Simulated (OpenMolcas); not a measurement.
Ti2+: moving the ligands

Ti2+ with 6 ligands (chloride) in octahedral coordination (Oh) at 2.62 Å. A charge of +0.667 e stands 2.8 Å behind each ligand. Ligand basis ANO-RCC-VDZP.
```
Ti    0.0000    0.0000    0.0000
Cl    2.6200    0.0000    0.0000
Cl    0.0000    2.6200    0.0000
Cl   -2.6200    0.0000    0.0000
Cl    0.0000   -2.6200    0.0000
Cl    0.0000    0.0000    2.6200
Cl    0.0000    0.0000   -2.6200
```

```
Program             : OpenMolcas
Method              : CASSCF
Basis               : ANO-RCC-VDZP [5s4p2d1f]
Scalar Hamiltonian  : DKH2, point nucleus
Active space        : 2 electrons in 5 orbitals (3d)
State averaging     : 2S+1 = 3 even, 10 roots; 2S+1 = 1 even, 15 roots
Spin-orbit coupling : state interaction with AMFI integrals over the reference wave functions
```

Runs around this geometry, states (labels of O, the rotations of Oh). Energies in cm-1 above the lowest state or level, χT in cm3 K/mol; under a threefold ground state the first gap can be a small split of the lowest multiplet, not the spin-orbit step; 10Dq and B are least-squares fits to the states below 45000 cm-1, weighted by degeneracy, with a free offset, and given where the rms deviation is under 5 % of |10Dq| (or 100 cm-1) and under 700 cm-1.

```csv
R (Å),Ground state,First state of that spin,10Dq,B (rms of fit),First gap with spin-orbit (degeneracies),χT at 300 K,First state of another spin
2.56,3T1,3T2 5996,7004,823 (69),"4.3 (2, 3)",1.114,1T2 11417
2.62,3T1,3T2 5171,6089,832 (75),"5.1 (2, 3)",1.121,1T2 11471
2.77,3T1,3T2 3580,4291,848 (68),"7.5 (2, 3)",1.138,1T2 11499
```

Taking |10Dq| as R^-n, n = -ln(4291 / 7004) / ln(2.77 / 2.56) = 6.2 between the shortest and longest distance. The point-charge formula for a cubic d site gives n = 5.

An orbital triplet at a regular site is open to Jahn-Teller coupling, which can distort the site and quench the lowest spin-orbit gaps and is left out. Without dynamic correlation the repulsion within the d shell is too large (B by tens of per cent), so at a given field states of lower spin stand too high. Ligand-to-metal charge-transfer states are missing. With no ligand orbital active B as a rule stays too high, so bands that hang on it stand too high and its fall with covalency is understated. With metal d orbitals alone and no dynamic correlation the field as a rule comes out too small, by tens of per cent, by up to half for chloride and softer ligands. No measured value stands beside these numbers; the geometry was imposed, not optimised, and the real ion may take another.
